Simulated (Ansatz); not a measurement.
Spectroscopic constants of ZnH, multiplicity 2 (the spin of the measured ground state). No spin–orbit coupling. Zn is treated without relativity.

Seven points along R, fitted to fifth degree in 1/R; most abundant isotopes. In def2 and cc sets the state is the lowest found near the PBE0 minimum, followed along R.

Correlated levels freeze the inner cores; with def2 sets outer-core shells near the valence are correlated too. CBS: X⁻³ extrapolation of the correlation energy, Hartree–Fock from the larger set.

Programs: Ansatz (Gaussian basis) for Hartree–Fock, density functionals and correlated methods. Values without a source in brackets are computed.

D_e counts from each atom's lowest state at the same level, without counterpoise or zero-point energy.

| level | r_e (Å) | ω_e (cm⁻¹) | ω_e x_e (cm⁻¹) | D_e (eV) | dipole (D) |
|---|---|---|---|---|---|
| PBE/def2-TZVPP | 1.621 | 1481 | 46 | 0.97 | 0.37 |
| r2SCAN/def2-TZVPP | 1.598 | 1566 | 47 | 1.23 | 0.46 |
| B97M-V/def2-TZVPP | 1.627 | 1467 | 41 | 1.02 | 0.61 |
| PBE0/def2-TZVPP | 1.611 | … | 43 | 1.05 | 0.49 |
| BHLYP/def2-TZVPP | 1.616 | 1557 | 46 | 1.04 | 0.63 |
| wB97M-V/def2-TZVPP | 1.599 | 1608 | 43 | 1.04 | 0.51 |
| CCSD/def2-TZVPP | 1.591 | 1607 | 45 | 1.03 | - |
| CCSD(T)/CBS(def2-TZVPP, def2-QZVPP) | … | … | 63 | - | - |

Task: Fill in the missing entries.

Result: 
- CCSD(T)/CBS(def2-TZVPP, def2-QZVPP), r_e (Å): 1.574
- CCSD(T)/CBS(def2-TZVPP, def2-QZVPP), ω_e (cm⁻¹): 1684
- PBE0/def2-TZVPP, ω_e (cm⁻¹): 1558

Measured for the ground state: r_e 1.5949 Å, ω_e 1607.6 cm-1, ω_e x_e 55.14 cm-1, B_e 6.6794 cm-1, α_e 0.25 cm-1 [Huber and Herzberg (1979), NIST Chemistry WebBook]. D_0 0.851 ± 0.021 eV (a handbook's tabulated 298 K bond energy less 3RT/2; such tables hold older values) [Luo, bond dissociation energies, CRC Handbook].

Ansatz is a quantum-chemistry and plane-wave program.
